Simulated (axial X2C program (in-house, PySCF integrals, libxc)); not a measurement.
**Spin–orbit effects along a row: molecules with Li (ions), HF**

Calculated with an in-house all-electron X2C program for linear molecules (integrals from PySCF), spin-free (one-electron X2C) or two-component (2c: spin–orbit coupling with atomic mean-field Coulomb and Gaunt terms, which also bring small scalar terms), in Dyall basis sets with cores contracted in-house; open shells are unrestricted.

Basis sets: Au dyall-cv3z, Ba dyall-cv3z, Bi dyall-cv3z, Cs dyall-cv3z, Hf dyall-cv3z, Hg dyall-cv3z, Li dyall-cv3z, Li dyall-v3z, Os dyall-cv3z, Pt dyall-cv3z, Re dyall-cv3z, Ta dyall-v3z, Tl dyall-cv3z, W dyall-cv3z.

```csv
molecule,spin-free state,Re (Å),ωe (cm⁻¹),De (eV),2c state,Re 2c (Å),ωe 2c (cm⁻¹),De 2c (eV)
LiCs⁺,"M_S = 1/2, Λ = 0",4.503,111.2,0.32,Ω = 1/2,4.502,111.3,0.32
LiBa⁺,"M_S = 0, Λ = 0",3.677,221.1,0.53,Ω = 0,3.676,221.2,0.53
LiHf⁺,?,?,?,?,?,?,?,?
LiTa⁺,"M_S = 3/2, Λ = 0",3.259,213.0,1.03,Ω = 3/2,3.175,204.7,n/a
LiW⁺,"M_S = 3, Λ = 0",2.884,248.0,n/a,Ω = 3,2.883,247.8,n/a
LiRe⁺,"M_S = 5/2, Λ = 0",3.139,210.7,1.04,Ω = 5/2,3.135,211.7,1.05
LiOs⁺,"M_S = 2, Λ = 1",2.916,242.7,0.92,Ω = 3,2.920,242.7,0.81
LiPt⁺,"M_S = 1, Λ = 2",2.621,277.9,0.86,Ω = 3,2.612,285.3,0.95
LiAu⁺,"M_S = 1/2, Λ = 0",2.728,233.7,0.67,Ω = 1/2,2.722,236.0,0.68
LiHg⁺,"M_S = 0, Λ = 0",2.766,244.4,0.58,Ω = 0,2.763,245.3,0.58
LiTl⁺,"M_S = 1/2, Λ = 0",3.369,169.6,1.00,Ω = 1/2,3.216,176.2,0.85
LiBi⁺,"M_S = 3/2, Λ = 0",3.055,208.3,0.50,Ω = 1/2,3.015,233.4,0.41
```

(1) Estimate the 2c Re and ωe of LiHf⁺ as the mean of its neighbours in the table.

Fragments in 2c: Cs+ + Li, Ba+ + Li, Hf + Li+, Ta + Li+, W + Li+, Re + Li+, Os + Li+, Pt + Li+, Au + Li+, Hg + Li+, Tl + Li+, Bi + Li+. Each entry is the lowest single determinant of a limited PBE0 search at one distance. De goes to single-determinant-based atoms at the same level (for ions the charge split of lowest energy) and is withheld (n/a) where an atom does not fit its ground term or J level. Main or longest-lived isotopes. One determinant is a doubtful description, or other states lie close, for LiHf⁺, LiTa⁺, LiW⁺, LiRe⁺, LiOs⁺, LiPt⁺, LiBi⁺; these need not be ground states, and all values refer to the states named. Some open-shell Ω = 0 determinants are out of reach, so the Ω given for LiW⁺, LiOs⁺ need not be the lowest component. With several unpaired electrons the Ω given is that of one determinant, not necessarily of the lowest component. Where the atoms have a lower orbital projection than the molecule, De at mean-field level may be about a tenth of an eV too small. The lowest determinant changes configuration between the Hamiltonians for LiTa⁺, LiBi⁺, so two states are compared there.

Results:

(1) Re ≈ 3.425 Å, ωe ≈ 212.9 cm⁻¹. The HF runs give the row below, so the estimate misses by 0.201 Å and 22.5 cm⁻¹.

```tsv
molecule	spin-free state	Re (Å)	ωe (cm⁻¹)	De (eV)	2c state	Re 2c (Å)	ωe 2c (cm⁻¹)	De 2c (eV)
LiHf⁺	M_S = 1, Λ = 2	3.255	193.5	1.13	Ω = 1	3.224	190.4	n/a
```
